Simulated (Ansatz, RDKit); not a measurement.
Species: C3H2O, charge 0, multiplicity 1. SMILES: O=c1cc1

Atoms: O1, C2, C3, C4, H5, H6. Bonds: O1-C2, C2-C3, C2-C4, C3-C4, C3-H5, C4-H6.

Bond lengths (Å) and angles (degrees) optimised at UFF with RDKit; HF/STO-3G with Ansatz (a quantum-chemistry and plane-wave program); HF/6-31G* with Ansatz, each started from the B3LYP-D3(BJ)/def2-TZVP structure (Ansatz) of the last column. A row stands for all coordinates that are equal there. 6-31G* holds six Cartesian d functions. No wavenumbers were computed at UFF, HF/STO-3G, so these may be saddle points.

```json
[
 {"coordinate": "O1-C2", "UFF": "1.258", "HF/STO-3G": "1.213", "HF/6-31G*": "1.190", "B3LYP-D3(BJ)/def2-TZVP": "1.200"},
 {"coordinate": "C2-C3", "UFF": "1.379", "HF/STO-3G": "1.440", "HF/6-31G*": "1.412", "B3LYP-D3(BJ)/def2-TZVP": "1.427"},
 {"coordinate": "C3-C4", "UFF": "1.379", "HF/STO-3G": "1.323", "HF/6-31G*": "1.327", "B3LYP-D3(BJ)/def2-TZVP": "1.339"},
 {"coordinate": "C3-H5", "UFF": "1.081", "HF/STO-3G": "1.080", "HF/6-31G*": "1.071", "B3LYP-D3(BJ)/def2-TZVP": "1.081"},
 {"coordinate": "O1-C2-C3", "UFF": "150.0", "HF/STO-3G": "152.7", "HF/6-31G*": "152.0", "B3LYP-D3(BJ)/def2-TZVP": "152.0"},
 {"coordinate": "C3-C2-C4", "UFF": "60.0", "HF/STO-3G": "54.7", "HF/6-31G*": "56.1", "B3LYP-D3(BJ)/def2-TZVP": "56.0"},
 {"coordinate": "C2-C3-C4", "UFF": "60.0", "HF/STO-3G": "62.7", "HF/6-31G*": "62.0", "B3LYP-D3(BJ)/def2-TZVP": "62.0"},
 {"coordinate": "C2-C3-H5", "UFF": "150.0", "HF/STO-3G": "152.1", "HF/6-31G*": "152.8", "B3LYP-D3(BJ)/def2-TZVP": "153.9"},
 {"coordinate": "C4-C3-H5", "UFF": "150.0", "HF/STO-3G": "145.3", "HF/6-31G*": "145.2", "B3LYP-D3(BJ)/def2-TZVP": "144.1"}
]
```

Mean signed difference of all 6 bond lengths from B3LYP-D3(BJ)/def2-TZVP: UFF 0.000 Å, HF/STO-3G 0.003 Å, HF/6-31G* -0.012 Å.
